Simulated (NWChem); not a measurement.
System: bicarbonate (CHO₃ anion); SMILES O=C([O-])O

The following NWChem deck was run.

```
start job
memory heap 200 mb stack 900 mb global 1100 mb
charge -1
geometry units angstroms noautoz
  O     -0.588828    -1.138242     0.000000
  C      0.037553     0.158872     0.000000
  O      1.288462     0.111895     0.000000
  O     -0.756650     1.106221     0.000000
  H      0.163965    -1.742692     0.000000
end
basis spherical
  O library pcseg-2
  C library pcseg-2
  H library pcseg-2
end
dft
  xc hfexch
  iterations 150
  mulliken
end
task dft energy
```

Output (shortened):

```
             Northwest Computational Chemistry Package (NWChem) 7.3.0
             --------------------------------------------------------

 CS  symmetry detected

                             Geometry "geometry" -> ""
                             -------------------------

 Output coordinates in angstroms (scale by  1.889725989 to convert to a.u.)

  No.       Tag          Charge          X              Y              Z
 ---- ---------------- ---------- -------------- -------------- --------------
    1 O                    8.0000    -0.81230246    -0.98433592     0.00000000
    2 C                    6.0000     0.07331429     0.15168382     0.00000000
    3 O                    8.0000     1.28624449    -0.15780041     0.00000000
    4 O                    8.0000    -0.50345727     1.24510191     0.00000000
    5 H                    1.0000    -0.20376380    -1.73382761     0.00000000

 Effective nuclear repulsion energy (a.u.)     112.8453591758

      Symmetry information
      --------------------

 Group name             Cs
 Group number              2
 Group order               2
 No. of unique centers     5

  xc_inp: hfexch multiplicative factor not found.

                                 NWChem DFT Module
                                 -----------------

 Summary of "ao basis" -> "ao basis" (spherical)
 ------------------------------------------------------------------------------
       Tag                 Description            Shells   Functions and Types
 ---------------- ------------------------------  ------  ---------------------
 O                          pcseg-2                 10       30   4s3p2d1f
 C                          pcseg-2                 10       30   4s3p2d1f
 H                          pcseg-2                  6       14   3s2p1d

      Symmetry analysis of basis
      --------------------------

        a'         90
        a"         44

            General Information
            -------------------
          SCF calculation type: DFT
          Wavefunction type:  closed shell.
          No. of atoms     :     5
          No. of electrons :    32
           Alpha electrons :    16
            Beta electrons :    16
          Charge           :    -1
          Spin multiplicity:     1
          Use of symmetry is: on ; symmetry adaption is: on
          Maximum number of iterations: 150
          AO basis - number of functions:   134
                     number of shells:    46
          Convergence on energy requested:  1.00D-06
          Convergence on density requested:  1.00D-05
          Convergence on gradient requested:  5.00D-04

              XC Information
              --------------
                     Hartree-Fock (Exact) Exchange  1.000

      Superposition of Atomic Density Guess
      -------------------------------------

 Sum of atomic energies:        -262.50770694

 Renormalizing density from      31.00 to     32

      Non-variational initial energy
      ------------------------------

 Total energy =    -268.901637
 1-e energy   =    -603.230743
 2-e energy   =     221.483746
 HOMO         =      -0.024276
 LUMO         =       0.285100

      Symmetry analysis of molecular orbitals - initial
      -------------------------------------------------

  Numbering of irreducible representations:

     1 a'          2 a"

  Orbital symmetries:

     1 a'          2 a'          3 a'          4 a'          5 a'
     6 a'          7 a'          8 a'          9 a'         10 a'
    11 a"         12 a'         13 a"         14 a"         15 a'
    16 a'         17 a'         18 a'         19 a'         20 a"
    21 a'         22 a"         23 a'         24 a'         25 a'
    26 a'

     ---------------------------------------------
      Total Density - Mulliken Population Analysis
     ---------------------------------------------

    Atom       Charge   Shell Charges
 -----------   ------   -------------------------------------------------------
    1 O    8     8.60   2.00  0.60  0.83  0.26  1.85  2.16  0.89  0.00  0.01  0.00
    2 C    6     4.56   2.00  0.48  0.25  0.03  0.80  0.65  0.17  0.03  0.13  0.01
    3 O    8     9.03   2.00  0.61  0.87  0.31  1.95  2.30  0.98  0.00  0.02  0.00
    4 O    8     9.01   2.00  0.60  0.87  0.31  1.95  2.29  0.96  0.00  0.02  0.00
    5 H    1     0.80   0.35  0.30  0.06  0.02  0.06  0.01

   convergence    iter        energy       DeltaE   RMS-Dens  Diis-err
 ---------------- ----- ----------------- --------- --------- ---------
 d= 0,ls=0.0,diis     1   -263.0320307798 -3.76D+02  5.88D-03  1.52D+00
 d= 0,ls=0.0,diis     2   -263.1533613170 -1.21D-01  1.97D-03  4.51D-01
 d= 0,ls=0.0,diis     3   -263.1938625628 -4.05D-02  3.99D-04  1.27D-02
 d= 0,ls=0.0,diis     4   -263.1951352219 -1.27D-03  2.25D-04  1.36D-03
 d= 0,ls=0.0,diis     5   -263.1953564187 -2.21D-04  5.39D-05  5.94D-05
  Resetting Diis
 d= 0,ls=0.0,diis     6   -263.1953712384 -1.48D-05  2.10D-05  9.55D-06
 d= 0,ls=0.0,diis     7   -263.1953735794 -2.34D-06  6.98D-06  1.69D-06
 d= 0,ls=0.0,diis     8   -263.1953738859 -3.07D-07  2.66D-06  4.95D-07

         Total DFT energy =     -263.195373885937
      One electron energy =     -594.521941463642
           Coulomb energy =      248.979941471192
    Exchange-Corr. energy =      -30.498733069240
 Nuclear repulsion energy =      112.845359175753

 Numeric. integr. density =        0.000000000000

                  Occupations of the irreducible representations
                  ----------------------------------------------

                     irrep           alpha         beta
                     --------     --------     --------
                     a'               13.0         13.0
                     a"                3.0          3.0

                       DFT Final Molecular Orbital Analysis
                       ------------------------------------

[...]
```

Level: Hartree-Fock/pcseg-2. Sets without diffuse functions describe the anion's extra electron poorly. The geometry was optimised at B3LYP/def2-SVPD.
